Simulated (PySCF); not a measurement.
A mixed set of molecules. Method: TDDFT CAM-B3LYP/def2-SVPD, vertical, gas phase, core orbitals frozen in the response (PySCF 2.14.0, density-fitted response routines). Geometries: PBE0-D3(BJ)/def2-SVP; one conformer of each isolated species. Triplets are in the Tamm–Dancoff approximation. Relativistic effects are left out although some hold elements past zinc.

**Question.** Rank by computed lowest singlet excitation energy, lowest first.
A. `C=CC[Si@@H](N)[AsH2]`
B. `Nc1ccccc1Cl`
C. `[Cl][AlH2]`
D. `O[SiH3]`

**Answer.** B (4.82 eV), C (5.52 eV), A (6.06 eV), D (7.13 eV).

```json
{"SMILES": "Nc1ccccc1Cl", "S1 (eV)": "4.82", "gap (eV)": "7.95", "HOMO (eV)": "-7.34", "α (au)": "92.5", "LUMO (eV)": "0.61", "f (S1)": "0.059", "S1 mainly": "H→L (86%)"}
{"SMILES": "[H][Al]([H])[Cl]", "S1 (eV)": "5.52", "gap (eV)": "9.23", "HOMO (eV)": "-9.99", "α (au)": "42.1", "LUMO (eV)": "-0.76", "f (S1)": "0.000", "S1 mainly": "H→L (97%)"}
{"SMILES": "C=CC[Si@@H](N)[AsH2]", "S1 (eV)": "6.06", "gap (eV)": "8.92", "HOMO (eV)": "-8.13", "α (au)": "105.1", "LUMO (eV)": "0.79", "f (S1)": "0.005", "S1 mainly": "H→L (46%)"}
{"SMILES": "O[SiH3]", "S1 (eV)": "7.13", "gap (eV)": "10.86", "HOMO (eV)": "-10.21", "α (au)": "33.3", "LUMO (eV)": "0.65", "f (S1)": "0.003", "S1 mainly": "H→L (94%)"}
```

H and L stand for HOMO and LUMO.

- `Nc1ccccc1Cl`: Löwdin shares by element: HOMO carbon 44% or more, nitrogen 24% (atoms not listed hold the other 32%); LUMO carbon 70% or more (atoms not listed hold the other 30%).
- `[H][Al]([H])[Cl]`: Löwdin shares by element: HOMO chlorine 38%, hydrogen 36%, aluminium 26%; LUMO aluminium 63%, hydrogen 21%, chlorine 16%.
- `C=CC[Si@@H](N)[AsH2]`: Löwdin shares by element: HOMO carbon 46%, arsenic 22% (atoms not listed hold the other 31%); LUMO silicon 25%, hydrogen 17% or more, arsenic 15% (atoms not listed hold the other 43%).
- `O[SiH3]`: Löwdin shares by element: HOMO oxygen 40%, hydrogen 32% or more, silicon 25%; LUMO silicon 33%, oxygen 31%, hydrogen 23% or more.
